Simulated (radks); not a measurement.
Dynamic dipole polarisability and lines of the boron ion B3+, [He]. Method: non-relativistic Kohn-Sham, exchange-only LDA, spin-unpolarised, spherical densities, point nucleus; computed with a radial shooting solver on a logarithmic mesh with Libxc functionals. Time-dependent linear response with the Hartree and adiabatic exchange-only LDA kernel, continuum included through the Sternheimer equations. Lines are the poles of the dipole polarisability below minus the highest occupied eigenvalue, found on a grid refined at the orbital gaps; the lowest seven at most are given, and weak or close lines can be missed. The first line takes the name of the lowest orbital gap if no other gap lies below it; otherwise a line is named after a gap within 0.6 % of it, if that gap stands alone.

photon energy (eV),alpha (bohr^3)
0,0.02108
3.723,0.02109
18.616,0.02123
33.508,0.02157
48.401,0.02214
63.293,0.02297
78.186,0.02413
93.078,0.02574
107.97,0.02797
122.86,0.03117
137.76,0.03603
152.65,0.04423
167.54,0.06124
182.43,0.1248
197.33,-0.1317
212.22,-38.17

Lines (eV, oscillator strength): 191.96 (6.459 nm, 1s-2p), f = 0.476; 212.21 (5.842 nm, 1s-3p), f = 0.0992; 218.75 (5.668 nm, 1s-4p), f = 0.0380. Higher lines, where found, are left out when the end of the mesh affects them. Those listed give 56 % of the static polarisability (sum of f/w^2). Orbital energy gaps for comparison: 1s-2p 191.47 eV; 1s-3p 212.04 eV; 1s-4p 218.67 eV.
